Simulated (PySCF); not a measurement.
**Computed structure and properties of [Nd(SH)4]−**

System: [Nd(SH)4]− (singlet in the valence; each metal's 4f electrons, 3 of them, lie in its core potential, out of spins and levels); start: template (S4). Method: PySCF 2.14.0, RKS PBE0, Nd lcecp-1-SVP with ECP49, S def2-SVP, H def2-SVP; non-relativistic Hamiltonian with scalar-relativistic core potentials where named; density fitting; no spin-orbit coupling.

Input of the relaxation:

```python
mol = gto.M(atom='''
Nd    -0.00000    -0.00000     0.00000
S      1.60290     1.60290     1.60290
H      2.71270     0.87420     1.79350
S     -1.60290    -1.60290     1.60290
H     -2.71270    -0.87420     1.79350
S      1.60290    -1.60290    -1.60290
H      0.87420    -2.71270    -1.79350
S     -1.60290     1.60290    -1.60290
H     -0.87420     2.71270    -1.79350''',
    basis={'Nd': 'lcecp-1-SVP', 'S': 'def2-SVP', 'H': 'def2-SVP'},
    ecp={'Nd': 'lcecp-1-SVP'},
    charge=-1, spin=0)
mf = dft.RKS(mol, xc='PBE0')
mf.grids.atom_grid = (50, 194)  # f atoms: unpruned, at least (60, 302)
mf = mf.density_fit()  # fitting sets: Nd AutoAux, S def2-universal-JKFIT, H def2-universal-JKFIT
mf.conv_tol = 1e-08; mf.max_cycle = 55
mf.kernel(dm0)  # dm0: converged density of the start geometry
# quasi-Newton relaxation in Cartesian coordinates to a largest gradient under 0.00045 Eh/bohr, steps kept in the point group
```

Run from Python with OMP_NUM_THREADS=2; the lines above give its settings. Where DIIS fails, smearing, a level shift and second-order steps follow.
It took 3.5 min on 2 threads of Intel(R) Xeon(R) 6975P-C (Granite Rapids) (shared host), from the converged density of the start.

Course of the relaxation:

```
step  energy above end (eV)  largest force component within the symmetry (eV/Å)
   0                 0.2470                                               0.426
   1                 0.1929                                               0.132
   2                 0.1283                                               0.329
   3                 0.1011                                               0.319
   4                 0.0679                                               0.185
   5                 0.0509                                               0.096
   6                 0.0470                                               0.027
   7                 0.0463                                               0.015
  30                 0.0019                                               0.095
  31                 0.0009                                               0.031
  32                 0.0004                                               0.031
  33                 0.0001                                               0.022
  34                 0.0000                                               0.014
  35                 0.0000                                               0.011
```
(The steps between are left out.)

Relaxed geometry (S4):

```xyz
9

Nd    0.0000    0.0000    0.0000
S     1.6989    1.4805    1.5232
H     2.7209    1.0124    0.7679
S    -1.6989   -1.4805    1.5232
H    -2.7209   -1.0124    0.7679
S     1.4805   -1.6987   -1.5233
H     1.0131   -2.7210   -0.7678
S    -1.4805    1.6987   -1.5233
H    -1.0131    2.7210   -0.7678
```

```tsv
contact	Å
Nd1–S2 (SH)	2.720
Nd1–S4 (SH)	2.720
Nd1–S6 (SH)	2.720
Nd1–S8 (SH)	2.720
```

On the finer grid (75, 302):

```json
{
  "HOMO": "-3.05 eV",
  "LUMO": "2.86 eV",
  "Dipole about the centre of mass": "0.00 D",
  "Set of Mulliken populations of Nd1 outside the core potential": "s 2.35, p 6.43, d 1.57, f 0.04",
  "D3(BJ) dispersion energy (not in the energies)": "-0.287 eV"
}
```

| atom | Mulliken (e) | Löwdin (e) | spin (e) |
| --- | --- | --- | --- |
| Nd1 | 0.61 | -0.48 | 0.00 |
| S2 | -0.48 | -0.13 | 0.00 |
| H3 | 0.08 | 0.00 | 0.00 |
| S4 | -0.48 | -0.13 | 0.00 |
| H5 | 0.08 | 0.00 | 0.00 |
| S6 | -0.48 | -0.13 | 0.00 |
| H7 | 0.08 | 0.00 | 0.00 |
| S8 | -0.48 | -0.13 | 0.00 |
| H9 | 0.08 | 0.00 | 0.00 |

The 4f levels lie in the core potential and are missing. Their spin isn't counted.

On the grid (50, 194), as all that follows. Harmonic modes: 1 unstable but soft, so probably a saddle point, though modes this soft are near the noise (counted below −25 cm⁻¹); lowest -25 cm⁻¹ (negative: unstable), highest 2689 cm⁻¹, zero-point energy 0.874 eV.

Taking off one SH (charge -1, singlet; the rest: singlet) in vacuum, both parts rigid, costs 4.48 eV; the small basis without counterpoise inflates it.

Rigid scan of SH along the line from its metal:

distance to S2 (Å), energy (eV) and a bar:
```
     2.42      0.461 #######
     2.52      0.180 ###
     2.62      0.040 #
     2.72      0.000 
     2.82      0.032 
     2.92      0.113 ##
     3.12      0.366 #####
     3.42      0.831 ############
     3.82      1.442 #####################
     4.32      2.078 ##############################
```

One start shape was tried, so this needn't be the lowest isomer.

An lcecp potential fixes the number of 4f electrons, so in runs with it no electron can move into or out of that shell.
